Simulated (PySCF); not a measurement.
**[Ho(NH3)]3+ at several levels of theory**

Computed with PySCF 2.14.0 (density fitting, no spin-orbit coupling) at the geometry relaxed with r2SCAN:

```xyz
5
[Ho(NH3)]3+ (singlet in the valence; each metal's 4f electrons, 10 of them, lie in its core potential, out of spins and levels)
Ho    0.0000    0.0000   -0.1285
N     0.0000    0.0000    2.1776
H     0.9420    0.0000    2.6415
H    -0.4710    0.8158    2.6415
H    -0.4710   -0.8158    2.6415
```

```tsv
level	basis	state	HOMO (eV)	gap (eV)	charge on Ho1 (e)	population of f-type functions on Ho1 (polarisation alone where 4f lies in the core)	dipole about the centre of mass (D)	largest force component (eV/Å)
r2SCAN	Ho lcecp-1-SVP with ECP56, N def2-SVP, H def2-SVP	singlet	-26.83	6.10	2.47	0.01	4.02	0.00
BLYP	the same	singlet	-26.50	4.92	2.40	0.01	4.33	0.37
PBE	the same	singlet	-26.66	5.12	2.41	0.01	4.34	0.34
TPSS	the same	singlet	-26.67	5.40	2.44	0.01	4.16	0.23
r2SCAN	Ho lcecp-1-TZVP with ECP56, N def2-TZVP, H def2-TZVP	singlet	-26.74	5.93	2.57	0.02	4.10	0.33
```

In the lcecp rows the 4f levels are missing from HOMO and gap, and the state counts the valence alone.

Charges are Mulliken's, which hang on the basis. The relaxation used the grid (50, 194), these runs (75, 302) or, all-electron (x2c bases, spin-free X2C Hamiltonian), (99, 590).

Problem. What does HF with Ho lcecp-1-SVP with ECP56, N def2-SVP, H def2-SVP give here?

Solution. state singlet, HOMO (eV) -31.37, gap (eV) 14.48, charge on Ho1 (e) 2.59, population of f-type functions on Ho1 (polarisation alone where 4f lies in the core) 0.01, dipole about the centre of mass (D) 3.16, largest force component (eV/Å) 1.30. Time: 0.8 s on 2 threads of AMD EPYC 7R43 64-Core Processor (Zen 3), with other jobs on the host, from an already converged density.

In the first row's basis the gap widens with exact exchange: 4.9 to 6.1 eV for BLYP, PBE, TPSS, r2SCAN (none); 14.5 eV for Hartree–Fock (rising or full at long range).

No frequency check is given that shows the relaxed geometry to be a minimum. An lcecp potential fixes the number of 4f electrons, so in runs with it no electron can move into or out of that shell.
